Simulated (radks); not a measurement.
Results of a calculation; reference values are marked as such.
Numerical settings for the zinc ion Zn+, [Ar] 3d10 4s1. Level of theory: scalar-relativistic Kohn-Sham, r2SCAN, spin-polarised, spherical densities, finite nucleus; open shells are filled with parallel spins first; meta-GGA in the generalised Kohn-Sham scheme; Fermi nuclear charge, rms radius 3.9283 fm (a radial shooting solver on a logarithmic mesh with Libxc functionals). The defaults (mesh step 0.008 in ln r, mesh end at 40 bohr or more with all orbitals vanishing there, Anderson mixing 0.5 over 9 steps, residual threshold near 1e-9 with the energy settled to 1e-9 hartree or 1e-11 of itself, here a cap of 74 iterations) give E = -1795.953 hartree and 4s at -14.872 eV in 15 iterations. Run on one thread of a shared host, so times are rough (Arm Neoverse N1): 0.23 s of CPU time, 0.23 s wall, 15 iterations on 2259 mesh points. Changes against that run (0 stands for a change within the tolerance of the run):

setting                    iterations  converged  E (mhartree)  e(4s) (meV)  CPU (s)
mesh step in ln r 0.012            15        yes             0     +0.00638     0.16
mesh step in ln r 0.003            34        yes             0     +0.00646      1.1
mesh step in ln r 0.08              5         no      diverged            -     0.03
mesh end (bohr) 12                 15        yes             0      +0.0047     0.22
mesh end (bohr) 20                 15        yes             0            0     0.22
residual threshold 1e-13           74         no             0     +0.00842     0.68
residual threshold 1e-05           14        yes             0      +0.0111     0.22
mixing 1.5                         28        yes             0     +0.00767      0.4
linear mixing, mixing 0.5          74         no             0     +0.00842     0.68
linear mixing, mixing 0.8          40         no      diverged            -        1
mixing history 3                   20        yes             0     +0.00787     0.27
iteration cap 5                     5         no         +23.2         +596     0.08

No run marked as converged misses the energy by more than 1 mhartree. A mesh that ends early acts as a hard wall.
